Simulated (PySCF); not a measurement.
## Radial density of Zr (zirconium, neutral)

M06-L, [Kr] 4d2 5s2, high-spin 3F determinant. Calculation: PySCF 2.14, in aug-cc-pVDZ-PP with ECP28MDF (5s5p4d2f, 54 functions); a scalar-relativistic core potential. This is the valence pseudo-density: the core potential removes the inner electrons and smooths the orbitals near the nucleus.

```csv
r (bohr),4πr²ρ (e/bohr),4πr²(ρα − ρβ)
0.0620,2.842e-05,0.0000
0.104,0.0001199,0.0000
0.175,0.0009251,0.0001
0.295,0.01534,0.0016
0.496,0.4562,0.0302
0.834,5.521,0.3148
1.40,7.380,0.9301
2.36,1.913,0.7022
3.97,0.7111,0.1469
6.68,0.08058,0.0024
11.2,9.994e-05,-0.0001
```

Energies and moments cover only the electrons outside the core potential.
